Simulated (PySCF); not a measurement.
PySCF input for HO2Si, SMILES O=[Si]=[OH+], charge +1, PBE-D3(BJ)/def2-TZVP. Coordinates come from a PBE-D3(BJ)/def2-TZVP optimisation. The isomer is the one that the SMILES or the coordinates give; other isomers of the formula were not compared.

```python
import numpy as np
from pyscf import gto, scf, dft, df
from pyscf.hessian import thermo

mol = gto.M(
    atom='''
    O    -0.01158386   -1.59516477    0.00000000
    Si    0.03130961   -0.08566217    0.00000000
    O    -0.11120179    1.46991511    0.00000000
    H     0.54395060    2.20126766    0.00000000
    ''',
    basis='def2-TZVP',
    charge=1,
    spin=0,
    max_memory=1600,
    verbose=3,
)
mf = dft.RKS(mol, xc='pbe').density_fit(auxbasis='def2-universal-jkfit')
mf.disp = 'd3bj'
mf.grids.level = 3
mf.conv_tol = 1e-11
mf.max_cycle = 100
mf.kernel()

# [left out here: the lines that compute and print the analytic Hessian (its translational invariance restored by hand, since the grid's response is missing), thermochemistry and intensities]
```

Output:

```
converged SCF energy = -440.002788449963

WARN: DFTD3 does not support analytical Hessian, using finite difference


WARN: Mole.unit (angstrom) is changed to Bohr

Mode                                 0                   1                   2
Irrep
Freq [cm^-1]                      216.7921            231.2156            525.0029
Reduced mass [au]                   8.8717              3.7662              1.3219
Force const [Dyne/A]                0.2457              0.1186              0.2147
Char temp [K]                     311.9156            332.6677            755.3623
Normal mode                   x     y     z       x     y     z       x     y     z
       0   O                 0.13 -0.01 -0.00    0.00 -0.00  0.12    0.01  0.02  0.00
       1  Si                -0.14 -0.00  0.00   -0.00  0.00 -0.13   -0.03  0.02 -0.00
       2   O                 0.10  0.02 -0.00    0.00  0.00  0.07    0.08 -0.08  0.00
       3   H                 0.24 -0.11 -0.00    0.00 -0.00  0.48   -0.66  0.56  0.00
Mode                                 3                   4                   5
Irrep
Freq [cm^-1]                      919.7503           1379.7351           3618.7366
Reduced mass [au]                   5.6534             14.1090              1.0714
Force const [Dyne/A]                2.8177             15.8248              8.2661
Char temp [K]                    1323.3158           1985.1316           5206.5563
Normal mode                   x     y     z       x     y     z       x     y     z
       0   O                 0.00  0.16 -0.00   -0.00 -0.15 -0.00   -0.00  0.00  0.00
       1  Si                -0.00  0.02  0.00    0.00  0.14  0.00   -0.00  0.00 -0.00
       2   O                -0.01 -0.17 -0.00   -0.00 -0.08 -0.00   -0.04 -0.05  0.00
       3   H                 0.14 -0.32 -0.00    0.05 -0.15 -0.00    0.63  0.73  0.00
temperature 298.1500 [K]
pressure 101325.00 [Pa]
Rotational constants [GHz] 1005.15245 6.29296 6.25381
Symmetry number 1
Zero-point energy (ZPE) 0.01570 [Eh]   41218.724 [J/mol]
                           tot       elec      trans        rot        vib
Entropy [J/mol/K]       261.446      0.000    160.034     82.156     19.256
Cv [J/mol/K]             47.497      0.000     12.472     12.472     22.553
Cp [J/mol/K]             55.811      0.000     20.786     12.472     22.553
Internal energy [J/mol]                      3718.434   3718.434  44665.322
Internal energy [Eh]   -439.98294  -440.00279
Enthalpy [J/mol]                             6197.391   3718.434  44665.322
Enthalpy [Eh]          -439.98200
Gibbs free energy [J/mol]                  -41516.734 -20776.304  38924.135
Gibbs free energy [Eh] -440.01169
mode   freq/cm-1   IR/(km/mol)
   1      216.79        35.245
   2      231.22         3.295
   3      525.00       180.653
   4      919.75         5.635
   5     1379.74        50.007
   6     3618.74       550.133
max |gradient| / (hartree/bohr): 8.480457163038857e-06
APT charges: [-0.281   1.4054 -0.6085  0.4841]
```

The run converged.

Cost: very roughly 12 core-seconds.
